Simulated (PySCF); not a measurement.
Electron correlation in B (boron, neutral)

[He] 2s1 2p1 3d1, one real determinant (an excited configuration). Computed with PySCF 2.14 in aug-cc-pVQZ (6s5p4d3f2g, 80 functions), with no relativity, point nucleus. Frozen: 1s2; 3 electrons correlated.

| level | correlation energy (mhartree) |
| --- | --- |
| CCSD | -10.10 |
| (T) | -0.11 |
| CCSD(T) | -10.21 |

Diagnostics: T1 = 0.0091, D1 = 0.0211, largest double amplitude 0.039.

The real determinant used has ⟨L²⟩ near 8 against 12 for a pure F term, so it mixes terms. The outer electron is Rydberg-like, and this basis confines it to a smaller radius and binds it less than a complete one would.

Cost of the coupled-cluster step: of the order of 8 core-seconds, for 3 correlated electrons.

Iterations:

```
CC2 = 0
CCSD nocc = (np.int64(3), np.int64(0)), nmo = (79, 79)
frozen orbitals [[0], [0]]
max_cycle = 100
direct = 0
conv_tol = 1e-08
conv_tol_normt = 1e-06
diis_space = 8
diis_start_cycle = 0
Init t2, MP2 energy = -0.00618259147101572
Init E_corr(UCCSD) = -0.00618259147217434
cycle = 1  E_corr(UCCSD) = -0.00828225553374673  dE = -0.00209966406  norm(t1,t2) = 0.0275822
cycle = 2  E_corr(UCCSD) = -0.0091663669214632  dE = -0.000884111388  norm(t1,t2) = 0.0150371
cycle = 3  E_corr(UCCSD) = -0.0101109779360815  dE = -0.000944611015  norm(t1,t2) = 0.0088523
cycle = 4  E_corr(UCCSD) = -0.0100806905196186  dE = 3.02874165e-05  norm(t1,t2) = 0.00208635
cycle = 5  E_corr(UCCSD) = -0.0101002334617795  dE = -1.95429422e-05  norm(t1,t2) = 0.000605162
cycle = 6  E_corr(UCCSD) = -0.0100959670961244  dE = 4.26636566e-06  norm(t1,t2) = 0.000200912
cycle = 7  E_corr(UCCSD) = -0.0100992171922682  dE = -3.25009614e-06  norm(t1,t2) = 0.000171341
cycle = 8  E_corr(UCCSD) = -0.0100942839819221  dE = 4.93321035e-06  norm(t1,t2) = 0.000160312
cycle = 9  E_corr(UCCSD) = -0.0101027405073535  dE = -8.45652543e-06  norm(t1,t2) = 0.000147878
cycle = 10  E_corr(UCCSD) = -0.0100985821016001  dE = 4.15840575e-06  norm(t1,t2) = 0.00010388
cycle = 11  E_corr(UCCSD) = -0.0100986624106328  dE = -8.03090327e-08  norm(t1,t2) = 4.12885e-05
cycle = 12  E_corr(UCCSD) = -0.0100987603282703  dE = -9.79176375e-08  norm(t1,t2) = 1.70798e-05
cycle = 13  E_corr(UCCSD) = -0.010098753998318  dE = 6.32995229e-09  norm(t1,t2) = 2.9918e-06
cycle = 14  E_corr(UCCSD) = -0.010098742241093  dE = 1.1757225e-08  norm(t1,t2) = 7.85629e-07
cycle = 15  E_corr(UCCSD) = -0.0100987361305781  dE = 6.11051492e-09  norm(t1,t2) = 3.17972e-07
UCCSD converged
E(UCCSD) = -24.16139501519027  E_corr = -0.0100987361305781
UCCSD(T) correction = -0.000112535041460513
```

The reference is one real determinant that mixes LS terms of this configuration.
